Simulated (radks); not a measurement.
Values are calculated unless marked as measured or tabulated.
Numerical settings for neutral neodymium, [Xe] 4f4 6s2. Code: a radial shooting solver on a logarithmic mesh with Libxc functionals. Model: non-relativistic Kohn-Sham, TPSS, spin-polarised, spherical densities, point nucleus; open shells are filled with parallel spins first (spin-orbit coupling, left out, can overturn this in heavy ions); meta-GGA in the generalised Kohn-Sham scheme; relativity is left out, which matters for an element this heavy. The defaults (mesh step 0.008 in ln r, mesh end at 40 bohr or more with all orbitals vanishing there, Anderson mixing 0.5 over 9 steps, residual threshold near 1e-9 with the energy settled to 1e-9 hartree or 1e-11 of itself, here a cap of 52 iterations) give E = -9286.582 hartree and 6s at -3.232 eV in 11 iterations. Run on one thread of a shared host, so times are rough (Arm Neoverse N1): 0.29 s of CPU time, 0.29 s wall, 11 iterations on 2728 mesh points. Changes against that run (0 stands for a change within the tolerance of the run):

| setting | iterations | converged | E (mhartree) | e(6s) (meV) | CPU (s) |
|---|---|---|---|---|---|
| mesh step in ln r 0.02 | 11 | yes | -0.00548 | 0 | 0.13 |
| mesh step in ln r 0.05 | 11 | yes | +0.151 | +0.0992 | 0.07 |
| mesh step in ln r 0.012 | 11 | yes | 0 | 0 | 0.2 |
| mesh end (bohr) 2 | 9 | level above zero | +2.81e+04 | +2.44e+05 | 0.18 |
| mesh end (bohr) 8 | 11 | yes | +32.1 | +949 | 0.26 |
| residual threshold 0.1 | 8 | yes | 0 | +8.06 | 0.23 |
| residual threshold 1e-16 | 52 | no | 0 | -0.0126 | 0.82 |
| mixing 0.2 | 15 | yes | 0 | 0 | 0.37 |
| linear mixing, mixing 0.2 | 52 | no | 0 | +0.103 | 0.98 |
| linear mixing, mixing 0.05 | 52 | no | +0.768 | -114 | 1.1 |
| mixing history 2 | 16 | yes | 0 | -0.0224 | 0.38 |
| iteration cap 8 | 8 | no | 0 | +1.16 | 0.2 |

Settled on a wrong energy, with an occupied level pushed above zero by the early mesh end: mesh end (bohr) 2 (+28.1 hartree). Apart from these: settings that end as converged yet miss the energy by more than 1 mhartree: mesh end (bohr) 8 (+0.0321 hartree). A mesh that ends early acts as a hard wall.
